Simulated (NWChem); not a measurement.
C2H3ClF2Si; SMILES Cl/C=C\[SiH](F)F

```xyz
9

F     -0.6252    -2.5411     0.3063
Si     0.1163    -1.0882     0.2887
F      1.4364    -1.2488    -0.6534
C     -1.0934     0.1130    -0.4549
C     -0.9495     1.4512    -0.4427
Cl     0.4342     2.2552     0.2412
H      0.5668    -0.7637     1.6705
H     -2.0145    -0.2770    -0.9229
H     -1.6815     2.1615    -0.8608
```
Atoms are numbered in this order, from 1.

Computed with NWChem. Pople sets run with spherical d functions. Structure relaxed at the PBE-D3(BJ)/def2-SVP level. Atomic charges in e: unrestrained fits to the electrostatic potential beside Mulliken populations; buried atoms are poorly determined by the fit.

Predict the results for Hartree-Fock/6-31G*. Quantities: ESP F1; Mulliken F1; ESP Si2; Mulliken Si2; ESP F3; Mulliken F3; ESP C4; Mulliken C4; ESP C5; Mulliken C5; relative RMS misfit of the potential (%).

The ESP F1 comes out as -0.41. The Mulliken F1 is -0.54 and the ESP Si2 is 1.21. The Mulliken Si2 is 1.47 and the ESP F3 comes out as -0.39. The Mulliken F3 is -0.53 and the ESP C4 comes out as -0.48. The Mulliken C4 comes out as -0.48, the ESP C5 is 0.04 and the Mulliken C5 is -0.24. The relative RMS misfit of the potential (%) is 27.
